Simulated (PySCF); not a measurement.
**Ruthenium: a sound run and one with changed settings**

Sound run: Ru⁺ [Kr] 4d7, Ru²⁺ [Kr] 4d6. All numbers are calculated (PySCF 2.14, the spin-free X2C one-electron Hamiltonian (Gaussian nucleus), in x2c-TZVPall). In the sound run the correlated levels freeze [Kr]. The sound run starts from symmetry-adapted Hartree-Fock orbitals and uses a fine grid where one is needed.

Changed run: basis STO-3G, all-electron and non-relativistic. This setting is unsound on purpose.

```csv
species,method,sound run (hartree),changed run (hartree),converged
Ru⁺,UHF,-4527.75618,-4397.40597,yes
Ru⁺,MN15,-4532.95354,-4395.80168,yes
Ru⁺,r2SCAN,-4530.04364,-4399.23401,yes
Ru⁺,MP2,-4527.87671,-4397.40674,yes
Ru²⁺,UHF,-4527.20832,-4397.12198,yes
Ru²⁺,MN15,-4532.33743,-4395.47339,yes
Ru²⁺,r2SCAN,-4529.42780,-4398.89433,yes
Ru²⁺,MP2,-4527.28973,-4397.12228,yes
```

Ionisation energy of Ru⁺:

```json
{"method": "UHF", "sound run (eV)": "14.908", "changed run (eV)": "7.728"}
{"method": "MN15", "sound run (eV)": "16.765", "changed run (eV)": "8.933"}
{"method": "r2SCAN", "sound run (eV)": "16.758", "changed run (eV)": "9.243"}
{"method": "MP2", "sound run (eV)": "15.973", "changed run (eV)": "7.741"}
{"method": "SCS-MP2", "sound run (eV)": "16.092", "changed run (eV)": "7.742"}
```

A minimal basis cannot let orbitals breathe on ionisation and holds almost no correlation. The Hamiltonian changed with the basis, so the totals do not compare.

For comparison, NIST gives 16.76 ± 0.06 eV between the lowest levels.
